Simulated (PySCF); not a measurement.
hydrogen chloride (HCl), singlet, geometry from GFN2-xTB, with bond 2-1 at 2.4 times its length; PySCF with CASCI(2,4)+NEVPT2/6-31G*.

Input for PySCF:
```python
from pyscf import gto, scf, mcscf, mrpt
import numpy

mol = gto.M(
    atom='''
Cl   -0.000000   -0.000000   -0.070946
H     0.000000    0.000000    2.993905
''',
    basis='6-31g*',
    charge=0,
    spin=0,
    verbose=3,
)

mf = scf.RHF(mol)
mf.kernel()
mc = mcscf.CASCI(mf, 4, 2)
mc.fix_spin_(ss=0.0)
mc.kernel()
occ = numpy.linalg.eigvalsh(mc.fcisolver.make_rdm1(mc.ci, mc.ncas, mc.nelecas))[::-1]
ss = mc.fcisolver.spin_square(mc.ci, mc.ncas, mc.nelecas)[0]
print('natural occupations', occ.round(4), ' <S^2>', round(ss, 4))
e2 = mrpt.NEVPT(mc).kernel()
print('E(NEVPT2) = %.10f' % (mc.e_tot + e2))
```

Problem. Predict the main parts of the log of this PySCF run.

Solution. 
```
converged SCF energy = -459.806677538021
CASCI E = -459.932836104169  E(CI) = -1.25933390056969  S^2 = 0.0000000
natural occupations [1.2737 0.7263 0.     0.    ]  <S^2> 0.0

WARN: Active orbitals [3] (occs = [8.74516173e-07]) are canonicalized with external orbitals

Sr    (-1)',   E = -0.00684003153506
Si    (+1)',   E = -0.00180172702612
Sijrs (0)  ,   E = -0.05098478551148
Sijr  (+1) ,   E = -0.02256715866935
Srsi  (-1) ,   E = -0.01905088861675
Srs   (-2) ,   E = -0.00007896683575
Sij   (+2) ,   E = -0.00720347849495
Sir   (0)' ,   E = -0.01303342589162
Nevpt2 Energy = -0.121560462581092
E(NEVPT2) = -460.0543965668
```
